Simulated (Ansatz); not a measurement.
Ansatz (an electronic-structure program) input (CCSD(T)/aug-cc-pV(D+d)Z):
A basis named .json is the Basis Set Exchange file of that set.

Ansatz 0.2 input:
```yaml
crystal:
  periodic: [false, false, false]
  atoms:
    - {symbol: Si, position_ang: [0.05119599, -0.18585216, 0.03267692]}
    - {symbol: F, position_ang: [-0.11622661, -0.20189144, 1.58619327]}
    - {symbol: O, position_ang: [-0.47240098, 1.49734117, -0.31456332]}
    - {symbol: O, position_ang: [1.52146634, -0.00852168, -0.53304365]}
    - {symbol: O, position_ang: [-0.93627142, -1.14186664, -0.75220426]}
    - {symbol: H, position_ang: [0.14033087, 2.10916834, -0.75956593]}
    - {symbol: H, position_ang: [2.05906368, -0.68600155, -0.95697339]}
    - {symbol: H, position_ang: [-1.58523746, -1.74260091, -0.37028963]}
    - {symbol: H, position_ang: [-1.18721293, 1.96276436, 0.15210253]}
basis:
  gaussian:
    orbitals: aug-cc-pV_D+d_Z.json
total_charge: 1
magnetization: {spin_polarized: false}
correlation: {method: ccsd_t, electrons: outside_noble_gas}
output: {forces: true}
```

Output:

```
Functional definition: HF
integrals: 0.51 GiB planned
1546 factors; integrals over basis functions are off by at most 6.1e-4 eV
mean field: 0.90 GiB planned
mean field evaluation 1: about -16734.4763 eV, gradient 7.3e1 eV
mean field evaluation 2: about -16734.4773 eV, gradient 7.3e1 eV
mean field evaluation 4: about -16743.0421 eV, gradient 3.1e0 eV
mean field evaluation 8: about -16743.0710 eV, gradient 2.1e-4 eV
mean field evaluation 16: about -16743.0673 eV, gradient 2.6e-1 eV
mean field -16743.07099721 eV, -615.2965102863 hartree, gradient 2.2e-6 eV, S^2 0.000000; 0 other end points of the search recorded, 0 dependent functions left out
9 core orbitals not correlated
reference -16743.07099721 eV, -615.2965102863 hartree; 16, 16 occupied and 135, 135 virtual orbitals, 1546 factors
densities: 2.93 GiB planned
second order -24.37306121 eV of doubles, -0.00000000 eV of singles
coupled cluster: 1.60 GiB planned
cycle   1  -24.28196403 eV  change    9.1e-2 eV  update   1.1e-1
cycle   2  -24.76418176 eV  change   -4.8e-1 eV  update   2.8e-2
cycle   3  -24.89171736 eV  change   -1.3e-1 eV  update   1.4e-2
cycle   4  -24.88340349 eV  change    8.3e-3 eV  update   2.6e-3
cycle   5  -24.88076592 eV  change    2.6e-3 eV  update   1.0e-3
cycle   6  -24.88151640 eV  change   -7.5e-4 eV  update   2.9e-4
cycle   7  -24.88149170 eV  change    2.5e-5 eV  update   9.6e-5
cycle   8  -24.88139904 eV  change    9.3e-5 eV  update   3.2e-5
cycle   9  -24.88138811 eV  change    1.1e-5 eV  update   1.1e-5
perturbative correction -0.63947451 eV, -0.0235002548 hartree
the calculation of the forces begins
Total energy: -16768.59185983 eV, -616.2343846888 hartree
Atom 0 at     0.051196    -0.185852     0.032677 Å, force     0.000040    -0.176147    -0.039114 eV/Å
Atom 1 at    -0.116227    -0.201891     1.586193 Å, force    -0.116344     0.078220     0.904714 eV/Å
Atom 2 at    -0.472401     1.497341    -0.314563 Å, force    -0.073740     0.188210    -0.119184 eV/Å
Atom 3 at     1.521466    -0.008522    -0.533044 Å, force     0.713003     0.385980    -0.253394 eV/Å
Atom 4 at    -0.936271    -1.141867    -0.752204 Å, force    -0.485105    -0.414507    -0.614812 eV/Å
Atom 5 at     0.140331     2.109168    -0.759566 Å, force     0.011534     0.059764     0.018471 eV/Å
Atom 6 at     2.059064    -0.686002    -0.956973 Å, force     0.006472    -0.134025    -0.043082 eV/Å
Atom 7 at    -1.585237    -1.742601    -0.370290 Å, force    -0.062790    -0.045030     0.116795 eV/Å
Atom 8 at    -1.187213     1.962764     0.152103 Å, force     0.006931     0.057534     0.029607 eV/Å
Dipole moment:    -0.273843     0.578793    -0.334279 e Å
```

It need not be the lowest isomer of its formula.
